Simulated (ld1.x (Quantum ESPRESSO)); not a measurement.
**gadolinium: excitation energies, all-electron against TM**

- Element: gadolinium (Gd)
- Generator: ld1.x (Quantum ESPRESSO) 7.5
- Type: norm-conserving Troullier–Martins (Kleinman–Bylander form)
- Functional: PBE
- Relativity: scalar-relativistic
- Frozen core: [Kr] 4d10 4f7
- Valence charge: 11
- Reference configuration: 5s2 5p6 5d0 6s0 6p0 (charge +3)
- Partial waves: 5s (bound): rc 1.40 bohr; 5p (bound): rc 2.15 bohr; 5d (bound, empty): rc 1.80 bohr
- Local potential: all-electron potential smoothed inside 2.05 bohr (lloc = -1)
- Core correction: a·sin(br)/r model core inside 0.70 bohr

Energies are relative to the spin-unpolarised reference configuration 5s2 5p6 5d0 6s0 6p0; without spin polarisation the order of configurations can differ from experiment.

```json
{"valence configuration": "5s2 5p6 5d1 6s2 6p0", "charge": "0", "ΔE all-electron (eV)": "-38.580", "error AE − PS (meV)": "-281"}
{"valence configuration": "5s2 5p6 5d1 6s1 6p0", "charge": "+1", "ΔE all-electron (eV)": "-31.935", "error AE − PS (meV)": "-201"}
{"valence configuration": "5s2 5p6 5d1 6s0 6p0", "charge": "+2", "ΔE all-electron (eV)": "-19.835", "error AE − PS (meV)": "-44"}
{"valence configuration": "5s2 5p6 5d1 6s0 6p1", "charge": "+1", "ΔE all-electron (eV)": "-28.360", "error AE − PS (meV)": "-44"}
{"valence configuration": "5s2 5p6 5d2 6s0 6p0", "charge": "+1", "ΔE all-electron (eV)": "-30.824", "error AE − PS (meV)": "-128"}
{"valence configuration": "5s2 5p6 5d0 6s2 6p0", "charge": "+1", "ΔE all-electron (eV)": "-32.534", "error AE − PS (meV)": "-329"}
```

Q: What are ΔE and the potential's error for 5s2 5p6 5d2 6s1 6p0?

A: ΔE = -36.810 eV all-electron; the error (AE − PS) is -217 meV.
